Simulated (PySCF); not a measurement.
bromotrifluoromethane cation (CBrF₃), SMILES FC(F)(F)Br (connectivity only; charge and spin as stated), charge +1, multiplicity 2. Atoms are numbered in the order given.

```xyz
5

F      1.3381    -0.6249     1.0743
C      1.1086    -0.0012     0.0000
F      1.3795     1.2307     0.0000
F      1.3381    -0.6249    -1.0743
Br    -1.2329     0.0051     0.0000
```
Charge +1, spin multiplicity 2.

Coordinates come from a PBE0-D3(BJ)/def2-SVP optimisation. A frequency run showed that this geometry is not a minimum. The spin state was assumed, not searched.

Computed with TDA-B3LYP/def2-SVPD run with PySCF.

Vertical excitations. Gas-phase values at a fixed geometry.

```csv
state,energy (eV),λ (nm),f,main pairs
root 1,1.17,1057,0.000,β HOMO−1→LUMO 100 %
root 2,4.35,285,0.000,"α HOMO→LUMO 17 %, β HOMO→LUMO+1 82 %"
root 3,4.73,262,0.002,"α HOMO−1→LUMO 46 %, β HOMO−1→LUMO+1 53 %"
root 4,4.91,252,0.000,"α HOMO→LUMO 80 %, β HOMO→LUMO+1 17 %"
root 5,4.95,250,0.000,β HOMO−2→LUMO 97 %
root 6,5.88,211,0.000,β HOMO−3→LUMO 100 %
root 7,5.89,211,0.000,β HOMO−4→LUMO 97 %
root 8,6.15,202,0.000,α HOMO−2→LUMO 99 %
root 9,6.51,190,0.000,β HOMO−5→LUMO 100 %
root 10,6.52,190,0.000,β HOMO−6→LUMO 100 %
```
Unrestricted roots are not spin-pure.
